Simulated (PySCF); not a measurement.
A PySCF script (with the pyscf-properties extension) for the NMR shieldings of SMILES N(C[SiH2]C#N)CC(F)(F)F, C₄H₇F₃N₂Si, on a GFN2-xTB geometry:

```python
import basis_set_exchange as bse
import numpy as np
from pyscf import gto, dft
from pyscf.prop import nmr

atoms = """
N     4.418188    1.429151    0.618426
C     3.597143    0.630869    0.643122
Si    2.270742   -0.684883    0.691394
C     0.640082    0.165779    0.179734
N    -0.411332   -0.842808    0.149970
C    -1.648193   -0.441109   -0.463112
C    -2.430644    0.643328    0.293984
F    -3.703887    0.712687   -0.122665
F    -2.466409    0.398539    1.614745
F    -1.914103    1.871507    0.146742
H     2.208434   -1.163277    2.075566
H     2.636942   -1.726584   -0.265807
H     0.402727    1.013935    0.837300
H     0.733188    0.571879   -0.830875
H    -0.582124   -1.197474    1.085154
H    -1.449462   -0.058854   -1.468661
H    -2.308291   -1.310656   -0.536636
"""
names = dict.fromkeys(["N", "C", "Si", "F", "H"], "pcSseg-1")
basis = {el: gto.basis.parse(bse.get_basis(n, elements=[el], fmt="nwchem")) for el, n in names.items()}
mol = gto.M(atom=atoms, basis=basis, charge=0, verbose=0)
mf = dft.RKS(mol, xc="PBE0")
mf.grids.level = 2
mf.grids.alignment = dft.numint.BLKSIZE   # the property module wants whole blocks of grid points
mf.conv_tol = 1e-9
mf.kernel()

calc = nmr.RKS(mf)   # GIAO
C = mf.mo_coeff
Co = C[:, mf.mo_occ > 0]
resp = mf.gen_response(singlet=True, hermi=2)
def vind(x):   # induced exchange potential for any number of trial vectors
    d = np.einsum("pi,xij,qj->xpq", C, 2 * x.reshape(-1, C.shape[1], Co.shape[1]), Co, optimize=True)
    return np.einsum("xpq,pi,qj->xij", resp(d - d.transpose(0, 2, 1)), C, Co, optimize=True).ravel()
mo1, _ = nmr.rhf.solve_mo1(calc, with_cphf=vind)
sigma = calc.kernel(mo1)
for i, s in enumerate(sigma):   # ppm
    print("%2d %-2s %9.2f" % (i, mol.atom_pure_symbol(i), np.trace(s) / 3))
```

Task: What does it print?

Result: 
```
 0 N     -99.65
 1 C      64.45
 2 Si    423.90
 3 C     148.96
 4 N     236.33
 5 C     128.09
 6 C      52.36
 7 F     254.75
 8 F     268.11
 9 F     245.44
10 H      27.38
11 H      27.30
12 H      28.42
13 H      29.28
14 H      31.07
15 H      28.58
16 H      28.21
```

These numbers come from an equivalent density-fitted implementation of the same equations, which agrees with the script to about 0.01 ppm for H and up to a few tenths of a ppm for heavy atoms, so last digits may differ.

Task: Turn these shieldings into chemical shifts. Scale: 15N (σ = 267.73 ppm) vs NH3; 13C (σ = 186.93 ppm) and 29Si (σ = 349.16 ppm) and 1H (σ = 31.72 ppm) vs TMS; CFCl3 for 19F (σ = 170.95 ppm) (reference shieldings calculated alike).

Result: Averaging equivalent atoms: N 0: 367.4; N 4: 31.4; C 6: 134.6; C 1: 122.5; C 5: 58.8; C 3: 38.0; Si 2: -74.7; F 7/8/9: -85.2; H 10/11: 4.38; H 15/16: 3.32; H 12/13: 2.87; H 14: 0.65 ppm. Unscaled 19F shifts against computed CFCl3 carry errors that often reach 10 to 50 ppm. Experimental scales use liquid or dissolved standards, which lie at an offset from isolated NH3 (liquid NH3: subtract about 20 ppm). Unscaled 15N shifts of sp2 nitrogen come out 20 to 40 ppm too high even then.

Size and cost of the density-fitted run: 212 basis functions, 42 s wall time on 1 thread of an Arm Neoverse V1, shared host; peak memory 0.94 GiB.
